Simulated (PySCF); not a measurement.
Match the calculated data to a structure.

* Triplet: lowest triplet excitation (Tamm–Dancoff): 5.36 eV [TDA PBE0/def2-SVPD]
* 1H NMR: chemical shifts (computed TMS as zero) by class: 2.66 (8 H), 0.92 (12 H), 0.08 (6 H) ppm [GIAO PBE0/pcSseg-1]
* Dipole: 0.13 D [PBE0/def2-SVPD]
* NMR, other nuclei: isotropic shieldings of nuclei other than C and H, by class: 211 (2 N), 353 (1 Si) ppm [GIAO PBE0/pcSseg-1]
* Rotational structure: rotational constants A, B, C: 0.751, 0.533, 0.456 GHz [PBE0-D3(BJ)/def2-SVP]
* 13C NMR: chemical shifts (computed TMS as zero) by class: 38.9 (4 C), 15.9 (4 C), 0.2 (2 C) ppm [GIAO PBE0/pcSseg-1]

Gas-phase values; electronic properties from PySCF, density fitting. Levels stand in brackets. Isolated species at its PBE0-D3(BJ)/def2-SVP geometry (one conformer only). NMR classes are plain means over equivalent atoms (diastereotopic ones count apart unless rotation or inversion swaps them), as if these changed places fast.

Question: Which candidate is it?
A. `CCN(CC)[Si](C)(C)N(CC)CC` (SiMe2(NEt2)2)
B. `C=C[Si](C=C)(C(C)(C)C)C(C)(C)C` (Si(vinyl)2(tBu)2)
C. `CC(C)(C)N[Si](C)(C)NC(C)(C)C` (SiMe2(NHtBu)2)

Answer: A. It is `CCN(CC)[Si](C)(C)N(CC)CC`. 10 carbons fall into 3 classes; from least to most shielded: carbon bonded to C, N and 2 H (38.9 ppm, 4 C), carbon bonded to C and 3 H (15.9 ppm, 4 C), carbon bonded to Si and 3 H (0.2 ppm, 2 C). Hydrogen classes from least to most shielded: 8 H on 4 like atoms (carbon bonded to C, N and 2 H) (2.66 ppm), 12 H on 4 like atoms (carbon bonded to C and 3 H) (0.92 ppm, a mean of values up to 0.8 ppm apart in this geometry), 6 H on 2 like atoms (carbon bonded to Si and 3 H) (0.08 ppm). The other shieldings belong to: 211 ppm, nitrogen bonded to 2 C and Si; 353 ppm, silicon bonded to 2 C and 2 N. By its constants the optimised geometry is an asymmetric top.

The others, at the same levels:
- `CC(C)(C)N[Si](C)(C)NC(C)(C)C` fails: its computed 13C shifts are 48.5 (2 C), 35.7 (6 C), 5.0 (2 C) ppm, 1H shifts are 1.14 (18 H), 0.15 (6 H), 0.01 (2 H) ppm and rotational constant A is 0.998 GHz (against 0.751 GHz).
- `C=C[Si](C=C)(C(C)(C)C)C(C)(C)C` fails: it has 24 hydrogens where the 1H data count 26; its computed 13C shifts are 145.3 (2 C), 142.1 (2 C), 28.6 (6 C), 20.3 (2 C) ppm, 1H shifts are 6.58 (1 H), 6.57 (1 H), 6.44 (2 H), 6.15 (2 H), 0.98 (18 H) ppm and smallest rotational constant is 0.532 GHz (against 0.456 GHz).
